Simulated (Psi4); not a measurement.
C$_{4}$H$_{9}$O, doublet, at a GFN2-xTB geometry. Base run: Psi4 with TPSS/STO-3G.

Psi4 was given this input:
```
memory 2 GB

molecule {
0 2
C     2.39287864   -0.22825278   -0.04182520
C     0.94472545   -0.38108691   -0.48518080
C     0.02179908    0.62178197    0.24243653
C    -1.39310057    0.50801669   -0.17086519
O    -2.15903748   -0.41259035    0.50925971
H     3.02825774   -0.94199644   -0.56186957
H     2.75476879    0.77485085   -0.25788138
H     2.48460822   -0.40246123    1.02792542
H     0.59718513   -1.39334774   -0.27242075
H     0.86967313   -0.21746926   -1.56246987
H     0.08492459    0.43710470    1.31592344
H     0.38065397    1.63339610    0.03535177
H    -1.69534850    0.76633321   -1.17424414
H    -3.03023866   -0.47844112    0.10821545
}

set {
  basis sto-3g
  reference uks
}

energy('tpss')
print_variables()
```

Each row names what was changed in the base input (with any setting that the change needs).

```json
[
 {"change": "base", "ΔE vs base (mEh)": "0.000", "SCF cycles": "9", "grid points": "296709", "basis functions": "34"},
 {"change": "puream = false", "ΔE vs base (mEh)": "0.138", "SCF cycles": "9", "grid points": "296709", "basis functions": "34"},
 {"change": "dft_spherical_points = 434", "ΔE vs base (mEh)": "0.002", "SCF cycles": "9", "grid points": "426070", "basis functions": "34"},
 {"change": "damping_percentage = 50", "ΔE vs base (mEh)": "-0.003", "SCF cycles": "28", "grid points": "296709", "basis functions": "34"},
 {"change": "dft_pruning_scheme = robust", "ΔE vs base (mEh)": "0.000", "SCF cycles": "9", "grid points": "202423", "basis functions": "34"},
 {"change": "diis_max_vecs = 3", "ΔE vs base (mEh)": "0.000", "SCF cycles": "11", "grid points": "296709", "basis functions": "34"},
 {"change": "dft_radial_points = 35", "ΔE vs base (mEh)": "0.148", "SCF cycles": "9", "grid points": "141184", "basis functions": "34"},
 {"change": "dft_nuclear_scheme = stratmann", "ΔE vs base (mEh)": "-0.001", "SCF cycles": "9", "grid points": "273593", "basis functions": "34"},
 {"change": "puream = true", "ΔE vs base (mEh)": "0.000", "SCF cycles": "9", "grid points": "296709", "basis functions": "34"},
 {"change": "e_convergence = 1e-4", "ΔE vs base (mEh)": "0.000", "SCF cycles": "9", "grid points": "296709", "basis functions": "34"},
 {"change": "guess = huckel", "ΔE vs base (mEh)": "0.000", "SCF cycles": "13", "grid points": "296709", "basis functions": "34"},
 {"change": "d_convergence = 1e-4", "ΔE vs base (mEh)": "0.000", "SCF cycles": "7", "grid points": "296709", "basis functions": "34"},
 {"change": "scf_type = out_of_core", "ΔE vs base (mEh)": "1.700", "SCF cycles": "9", "grid points": "296709", "basis functions": "34"}
]
```

Open shells are given as the SCF converged; they aren't shown to be the lowest states, and a large step between rows can be another state.
